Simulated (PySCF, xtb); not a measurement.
C4H7FO2, SMILES C[C@@]1(F)[C@H](O)[C@@H]1O.

xtb with GFN2-xTB at its own geometry gives an orbital gap of 8.59 eV and a dipole moment of 2.50 D.

Geometry: PBE0-D3(BJ)/def2-SVP. The structure was generated by enumeration; whether it is a known compound was not checked. Other conformers were not sampled.

Question: What does PBE/def2-TZVP (PySCF) give? (The exact figures need the calculation; the answer reports its results.)

Answer: gap 5.25 eV (levels -5.58 and -0.32 eV), dipole 2.37 D.
